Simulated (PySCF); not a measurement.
These 3 structures share the formula C6H7NO. Theory: PBE0-D3(BJ)/def2-SVP geometry optimisation, gas phase (PySCF). Energies are electronic, without zero-point or thermal terms, for one conformer each. No frequencies were run at this level. Point groups hold within 0.08 Å.

**Question.** Order them by energy at this level, lowest first, and give relative energies in kcal/mol.
A. `[CH3:1][C:2](=[O:3])[CH2:4]/[CH:5]=[CH:6]\[C:7]#[N:8]` with C1–C2–C4–C5 -165°, C2–C4–C5–C6 147°
B. `c1[n+]([O-])c(C)ccc1` (2-methylpyridine-N-oxide)
C. `[CH2:1]=[CH:2][c:3]1[cH:4][c:5]([NH2:6])[cH:7][o:8]1` with C1–C2–C3–C4 180°

**Answer.** C (0.0), A (2.1), B (6.1).

As drawn, the lowest has an N–H bond, which the highest lacks; the highest has an N–O linkage, which the lowest lacks. Neighbours under 2.5 kcal/mol apart (C=Cc1cc(N)co1 and CC(=O)C/C=C\C#N) can change places with a better method, another conformer or zero-point energy.

```tsv
SMILES	E (Eh)	E rel (kcal/mol)	dipole (D)	point group	A, B, C (MHz)
C=Cc1cc(N)co1	-362.11444	0.0	2.17	–	7158, 1283, 1089
CC(=O)C/C=C\C#N	-362.11105	2.1	2.34	C1	4588, 1007, 852.9
Cc1cccc[n+]1[O-]	-362.10465	6.1	3.32	Cs	3570, 2285, 1405
```

**Question.** As an exercise, what shares would exp(−E/RT) give at 500 K from these electronic energies alone (no entropy, no degeneracies)?

**Answer.** RT = 0.994 kcal/mol: C=Cc1cc(N)co1 89.3 %, CC(=O)C/C=C\C#N 10.5 %, Cc1cccc[n+]1[O-] 0.2 %.
